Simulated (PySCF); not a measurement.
# Computed vibrations of [Tl(H2O)3]3+

[Tl(H2O)3]3+ (singlet). PySCF 2.14.0, RKS PBE0, Tl def2-SVP with ECP60, O def2-SVP, H def2-SVP; non-relativistic Hamiltonian with scalar-relativistic core potentials where named; density fitting; no spin-orbit coupling. Central differences of gradients.

```xyz
10

Tl    0.0000    0.0000    0.0000
O     2.1548    0.0000    0.0000
H     2.7216    0.0000    0.8139
H     2.7216    0.0000   -0.8139
O    -1.0774    1.8661    0.0000
H    -1.3608    2.3570    0.8139
H    -1.3608    2.3570   -0.8139
O    -1.0774   -1.8661    0.0000
H    -1.3608   -2.3570    0.8139
H    -1.3608   -2.3570   -0.8139
```

Run from Python with OMP_NUM_THREADS=2. Where DIIS fails, smearing, a level shift and second-order steps follow.
It took 52 s on 2 threads of Intel(R) Xeon(R) Platinum 8488C (Sapphire Rapids), on a shared host.

Q: What are the harmonic wavenumbers and infrared intensities?

A: Modes are labelled in D3h; negative numbers are unstable modes, those under 60 cm⁻¹ near the noise; a finer grid moves soft modes by up to 10 cm⁻¹.
| cm⁻¹ | km/mol | symmetry |
| --- | --- | --- |
| -191 | – | a2' |
| -178 | – | a1'' |
| -115 | – | e'' |
| -115 | – | e'' |
| -56 | – | e' |
| -56 | – | e' |
| 98 | 35.9 | a2'' |
| 99 | 292.4 | e' |
| 99 | 292.4 | e' |
| 445 | 0.0 | a1' |
| 460 | 28.4 | e' |
| 460 | 28.4 | e' |
| 762 | 0.0 | e'' |
| 762 | 0.0 | e'' |
| 794 | 165.4 | a2'' |
| 1566 | 39.5 | e' |
| 1566 | 39.5 | e' |
| 1587 | 0.0 | a1' |
| 3476 | 1328.5 | e' |
| 3476 | 1328.5 | e' |
| 3515 | 0.0 | a1' |
| 3574 | 0.0 | e'' |
| 3574 | 0.0 | e'' |
| 3580 | 1893.0 | a2'' |

Q: Is this a minimum?

A: No: 6 unstable; the lowest moves the atoms so:
```
Tl   0.00  0.00  0.00
O    0.00  0.07  0.00
H    0.00 -0.41  0.00
H    0.00 -0.41  0.00
O   -0.06 -0.03  0.00
H    0.35  0.20  0.00
H    0.35  0.20  0.00
O    0.06 -0.03  0.00
H   -0.35  0.20  0.00
H   -0.35  0.20  0.00
```
